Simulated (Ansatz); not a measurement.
Species: H$_{3}$BF$_{2}$Si, SMILES `FB(F)[SiH3]` (charge 0, multiplicity 1), formula H3BF2Si.

Task: How many basis functions does frozen-core CCSD(T)/cc-pVTZ // B3LYP-D3(BJ)/def2-TZVP (Ansatz, a program for electronic structure) use, how many core orbitals are frozen, and how many electrons are correlated?

Result: 166 basis functions and 8 frozen orbitals, which leaves 24 correlated electrons. Core time is of the order of seconds.
